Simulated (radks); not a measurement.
Results of a calculation; reference values are marked as such.
Valence configurations of O I (all share [He]). Code: a radial shooting solver on a logarithmic mesh with Libxc functionals. Model: scalar-relativistic Kohn-Sham, PBEsol, spin-unpolarised, spherical densities, finite nucleus; Fermi nuclear charge, rms radius 2.6991 fm. Energies are relative to 2s2 2p4; eigenvalues in eV.

valence,E (eV),e(2p),e(2s)
2s2 2p4,0.000,-8.974,-23.809
2s1.5 2p4.5,7.422,-9.190,-24.045
2s1 2p5,14.854,-9.399,-24.273
2s0.5 2p5.5,22.296,-9.601,-24.495
2p6,29.748,-9.797,-

NIST lists [He] 2s2 2p4 as the ground configuration; this level of theory agrees among the configurations tried. The energies are those of spherical spin-averaged densities, not of single terms.
